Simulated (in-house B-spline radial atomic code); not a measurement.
Configurations of Kr+, with energies counted from [Ar] 3d10 4s2 (4p1/2)2 (4p3/2)3. Level of theory: Dirac-Hartree-Fock, average of each configuration as written, Fermi nucleus of rms radius 4.1884 fm; calculated with a radial B-spline atomic code at the basis-set limit. Energies include first-order Breit, QED and recoil terms.

Occupations are held fixed; configurations that lie above the ionisation limit could autoionise.

```json
{"configuration": "[Ar] 3d10 4s2 (4p1/2)1 (4p3/2)4", "E - E(ref) (eV)": "0.66636", "highest orbital": "4p3/2", "its <r> (bohr)": "1.847"}
{"configuration": "[Ar] 3d10 4s2 (4p3/2)4 (8g9/2)1", "E - E(ref) (eV)": "25.112", "highest orbital": "8g9/2", "its <r> (bohr)": "42.99"}
{"configuration": "[Ar] 3d10 4s1 (4p1/2)1 (4p3/2)4 (4d3/2)1", "E - E(ref) (eV)": "34.642", "highest orbital": "4d3/2", "its <r> (bohr)": "3.553"}
{"configuration": "[Ar] 3d10 4s1 (4p1/2)1 (4p3/2)4 (7g9/2)1", "E - E(ref) (eV)": "41.286", "highest orbital": "7g9/2", "its <r> (bohr)": "31.74"}
{"configuration": "[Ar] (3d3/2)3 (3d5/2)6 4s2 (4p1/2)2 (4p3/2)3 (6d5/2)1", "E - E(ref) (eV)": "103.85", "highest orbital": "6d5/2", "its <r> (bohr)": "14.71"}
{"configuration": "[Ar] (3d3/2)4 (3d5/2)5 4s2 (4p1/2)1 (4p3/2)4 (6f7/2)1", "E - E(ref) (eV)": "104.47", "highest orbital": "6f7/2", "its <r> (bohr)": "23.76"}
```

Q: Order these further configurations by energy, lowest first.
A. [Ar] 3d10 4s1 (4p1/2)1 (4p3/2)4 (8d3/2)1
B. [Ar] 3d10 4s2 (4p3/2)4 8s1
C. [Ar] 3d10 4s2 (4p1/2)2 (4p3/2)2 (5g9/2)1
D. [Ar] 3d10 4s2 (4p1/2)1 (4p3/2)3 (6d3/2)1
E. [Ar] 3d10 4s2 (4p3/2)4 (7f7/2)1

A: C (21.792 eV), D (22.005 eV), B (24.11 eV), E (24.844 eV), A (41.181 eV).

Q: How far above the reference does [Ar] 3d10 4s1 (4p1/2)1 (4p3/2)4 (6f7/2)1 lie?

A: 40.873 eV; its least bound orbital is 6f7/2 with <r> = 23.72 bohr.
